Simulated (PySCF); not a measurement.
A structure optimised at PBE-D3(BJ)/def2-SVP, used in a PySCF frequency run:

```xyz
8

Si    -2.1152    -0.1433     0.0000
Si     0.1206     0.5629     0.0000
Cl     1.0393    -0.2064    -1.7044
Cl     1.0393    -0.2064     1.7044
H     -2.1223    -1.6457     0.0000
H     -2.8126     0.3704    -1.2295
H     -2.8126     0.3704     1.2295
H      0.3364     2.0470     0.0000
```
Charge 0, spin multiplicity 1.

**Question.** Write its SMILES, formula and point group.

**Answer.** [SiH3][SiH](Cl)Cl, Cl2H4Si2, Cs

**Question.** What are its rotational constants (standard atomic weights)?

**Answer.** 2.2100, 2.0871, 1.1712 GHz
